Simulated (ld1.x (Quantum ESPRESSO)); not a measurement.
# What one change does to a pseudopotential (Tl, TM)

```
Element                 : thallium
Generator               : ld1.x (Quantum ESPRESSO) 7.5
Type                    : norm-conserving Troullier–Martins (Kleinman–Bylander form)
Functional              : PBEsol
Relativity              : scalar-relativistic
Frozen core             : [Xe] 4f14 5d10
Valence charge          : 3
Reference configuration : 6s2 6p0.75 (charge +0.25)
Partial waves           : 6p (bound): rc 3.00 bohr; 6d channel at -0.2 Ry: rc 2.30 bohr; 6s (bound): rc 1.70 bohr
Local potential         : the s channel
Core correction         : none
```

All-electron outer shells of the reference configuration (PBEsol, scalar-relativistic, ld1.x):

| shell | level (eV) | outermost node (bohr) | outermost maximum (bohr) |
| --- | --- | --- | --- |
| 5d | -17.13 | 0.53 | 1.11 |
| 6s | -11.15 | 1.04 | 2.08 |
| 6p | -3.68 | 1.23 | 2.84 |

Change: wave 6s (bound): rc 1.70 bohr becomes 6s (bound): rc 2.42 bohr.

Cutoffs: the cutoffs (Ry, on a coarse ladder) from which the occupation-weighted sum of valence levels, in a spherical-Bessel basis at the reference potential, stays within 10 and 1 mRy of its value at 400 Ry; they do not see the model core or the augmentation charge, which bear on the density cutoff. Errors are all-electron minus pseudo energies relative to the spin-unpolarised reference configuration.

**Question.** How do hardness, ghosts and transferability respond?

**Answer.** The potential gets softer (30 Ry and 80 Ry → 18 Ry and 25 Ry); both files keep a bound ghost (d); the errors of the 7 common tests hardly move. A larger radius leaves more room for a smooth pseudo-wave, so fewer plane waves are needed.

| quantity | base | changed |
| --- | --- | --- |
| cutoff, loose | 30 Ry | 18 Ry |
| cutoff, tight | 80 Ry | 25 Ry |
| loose cutoff by channel (10 mRy a level) | p 6 Ry, s 25 Ry | p 6 Ry, s 10 Ry |
| bound ghosts | d | d |
| error for 6s2 6p1, meV [ΔE -0.75 eV] | +1.6 | +1.6 |
| error for 6s2 6p0, meV [ΔE 4.40 eV] | +19 | +19 |
| error for 6s1 6p0, meV [ΔE 25.24 eV] | +44 | +41 |
| error for 6s0 6p3, meV [ΔE 14.54 eV] | +157 | +151 |
| error for 6s1 6p1, meV [ΔE 12.76 eV] | -1.7 | -1.7 |
| error for 6s2 6p1.3, meV [ΔE -1.24 eV] | +5.5 | +5.5 |
| error for 6s2 6p0.5, meV [ΔE 1.09 eV] | +1.2 | +1.2 |
| s: phases at 3.24 bohr within 0.05 rad from the reference energy up to (Ry; the scan ends near 5) | 1.0 | 1.2 |
| p: phases at 3.24 bohr within 0.05 rad from the reference energy up to (Ry; the scan ends near 5) | 2.1 | 2.0 |
| d: phases at 3.24 bohr within 0.05 rad from the reference energy up to (Ry; the scan ends near 5) | 0.5 | 0.5 |

 A true bound ghost makes a file unfit for plane-wave use even where its test errors are small: the radial tests pick states by their node count and pass the ghost by.
